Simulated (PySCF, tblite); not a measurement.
One entry of a table of gas-phase calculations, keyed by method. Lists by class give the value and the number of equivalent atoms.

```json
{
 "formula": "C6H12OSSi",
 "smiles": "CCS[C@@H]1C[Si@@H]1C(C)=O",
 "charge": 0,
 "multiplicity": 1,
 "geometry_level": "GFN2-xTB",
 "atoms_angstrom": [
  ["C", -3.318, -0.637, 0.395],
  ["C", -2.12, -1.024, -0.451],
  ["S", -0.559, -1.02, 0.507],
  ["C", -0.221, 0.743, 0.563],
  ["C", 0.204, 1.423, -0.734],
  ["Si", 1.552, 1.439, 0.595],
  ["C", 3.063, 0.293, 0.445],
  ["C", 2.935, -0.978, -0.34],
  ["O", 4.088, 0.635, 0.992],
  ["H", -4.227, -0.691, -0.201],
  ["H", -3.214, 0.379, 0.771],
  ["H", -3.415, -1.311, 1.243],
  ["H", -1.984, -0.344, -1.292],
  ["H", -2.216, -2.044, -0.823],
  ["H", -0.971, 1.26, 1.147],
  ["H", -0.33, 2.329, -0.984],
  ["H", 0.305, 0.768, -1.59],
  ["H", 1.753, 2.647, 1.372],
  ["H", 2.718, -0.734, -1.378],
  ["H", 3.852, -1.56, -0.283],
  ["H", 2.096, -1.555, 0.047]
 ],
 "electronic_structure_code": "PySCF",
 "results": {
  "GFN2-xTB geometry": {
   "point_group": "C1",
   "rotational_constants_GHz": [2.536, 0.587, 0.525]
  },
  "PBE0/pcSseg-1 ground state and GIAO shieldings, non-relativistic": {
   "dipole_D": 3.56,
   "homo_eV": -6.47,
   "lumo_eV": -1.42,
   "shift_vs_computed_TMS_C_by_class_ppm": [
    [240.5, 1],
    [42.3, 1],
    [34.1, 1],
    [20.1, 1],
    [16.7, 1],
    [14.1, 1]
   ],
   "shift_vs_computed_TMS_H_by_class_ppm": [
    [3.27, 1],
    [2.82, 1],
    [2.59, 3],
    [2.47, 1],
    [2.46, 1],
    [1.43, 3],
    [1.28, 1],
    [0.99, 1]
   ],
   "shielding_other_nuclei_by_class_ppm": [
    ["O", -525.4, 1],
    ["Si", 487.2, 1],
    ["S", 457.6, 1]
   ],
   "charges_hirshfeld_e_by_atom": [-0.12, -0.07, 0.01, -0.13, -0.17, 0.32, 0.09, -0.13, -0.22, 0.04, 0.04, 0.04, 0.04, 0.05, 0.04, 0.05, 0.04, -0.05, 0.06, 0.05, 0.04]
  },
  "GFN2-xTB harmonic vibrations, gas phase": {
   "strongest_ir_bands_cm-1_km_per_mol_modes": [
    [625.8, 52.1, 1],
    [909.8, 56.8, 1],
    [1034.0, 48.0, 1],
    [1145.7, 72.7, 1],
    [1712.0, 411.1, 1],
    [2370.1, 281.5, 1]
   ],
   "zpe_kcal_per_mol": 102.4
  }
 }
}
```

The zero-point energy, half the sum of the 57 harmonic wavenumbers, equals 35820 cm⁻¹ or 428 kJ/mol. The dipole matches unit charges of opposite sign 0.74 Å apart (1 e·Å = 4.8032 D). With B = h/(8π²I), that is 505.379 GHz u Å² over I, the principal moments of inertia are 199.3, 861.7 and 963.0 u Å² (most abundant isotopes). A dipole of 3.56 D is allowed in C1, and pure rotational transitions are dipole-allowed.

 NMR classes are plain means over equivalent atoms (diastereotopic ones count apart unless rotation or inversion swaps them), as if these changed places fast; in this geometry the members of some classes differ.

Shape of the structure used: `[CH3:1][CH2:2][S:3][C@@H:4]1[CH2:5][Si@@H:6]1[C:7]([CH3:8])=[O:9]`: C1–C2–S3–C4 -78°, C2–S3–C4–C5 -71°, C5–Si6–C7–C8 -26°.

One conformer stands for the species.
